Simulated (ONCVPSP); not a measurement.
**u(r) = r·R(r): atom against pseudo-atom (Zn (Z = 30))**

Columns: radius, all-electron u(r) and pseudo u(r) of the 3d shell (level -10.42 eV) of zinc in the configuration [Ne] 3s2 3p6 3d10 4s2; LDA (Perdew-Wang 92), scalar-relativistic, ONCV scheme, ONCVPSP 4.0.1.

```json
{"r (bohr)": "0.060", "all-electron": "0.0378", "pseudo": "0.0063"}
{"r (bohr)": "0.120", "all-electron": "0.1797", "pseudo": "0.0474"}
{"r (bohr)": "0.180", "all-electron": "0.3777", "pseudo": "0.1456"}
{"r (bohr)": "0.240", "all-electron": "0.5774", "pseudo": "0.3035"}
{"r (bohr)": "0.300", "all-electron": "0.7473", "pseudo": "0.5039"}
{"r (bohr)": "0.360", "all-electron": "0.8758", "pseudo": "0.7154"}
{"r (bohr)": "0.420", "all-electron": "0.9624", "pseudo": "0.9045"}
{"r (bohr)": "0.480", "all-electron": "1.0122", "pseudo": "1.0442"}
{"r (bohr)": "0.540", "all-electron": "1.0327", "pseudo": "1.1226"}
{"r (bohr)": "0.600", "all-electron": "1.0310", "pseudo": "1.1425"}
{"r (bohr)": "0.660", "all-electron": "1.0132", "pseudo": "1.1166"}
{"r (bohr)": "0.720", "all-electron": "0.9846", "pseudo": "1.0635"}
{"r (bohr)": "0.780", "all-electron": "0.9489", "pseudo": "0.9996"}
{"r (bohr)": "0.840", "all-electron": "0.9090", "pseudo": "0.9362"}
{"r (bohr)": "0.900", "all-electron": "0.8669", "pseudo": "0.8788"}
{"r (bohr)": "0.960", "all-electron": "0.8240", "pseudo": "0.8280"}
{"r (bohr)": "1.020", "all-electron": "0.7813", "pseudo": "0.7822"}
{"r (bohr)": "1.080", "all-electron": "0.7395", "pseudo": "0.7396"}
{"r (bohr)": "1.140", "all-electron": "0.6990", "pseudo": "0.6990"}
{"r (bohr)": "1.200", "all-electron": "0.6600", "pseudo": "0.6600"}
{"r (bohr)": "1.260", "all-electron": "0.6228", "pseudo": "0.6228"}
{"r (bohr)": "1.320", "all-electron": "0.5874", "pseudo": "0.5874"}
{"r (bohr)": "1.380", "all-electron": "0.5538", "pseudo": "0.5538"}
{"r (bohr)": "1.440", "all-electron": "0.5220", "pseudo": "0.5220"}
{"r (bohr)": "1.500", "all-electron": "0.4920", "pseudo": "0.4920"}
{"r (bohr)": "1.560", "all-electron": "0.4637", "pseudo": "0.4637"}
```

(1) How many radial nodes do the two functions have?

(2) At about which radius was the pseudo-wave matched?

(3) Is the pseudo-wave norm-conserving?

## Answers

(1) The all-electron 3d function has n − l − 1 = 0; the pseudo-wave has 0.

(2) 1.20 bohr. The columns agree to 0.0005 from 1.08 bohr on; several derivatives are matched, so the curves merge somewhat inside the radius.

(3) Yes: the ONCV scheme keeps the norm inside the radius equal to the all-electron one, which fixes the energy derivative of the logarithmic derivative at the level.
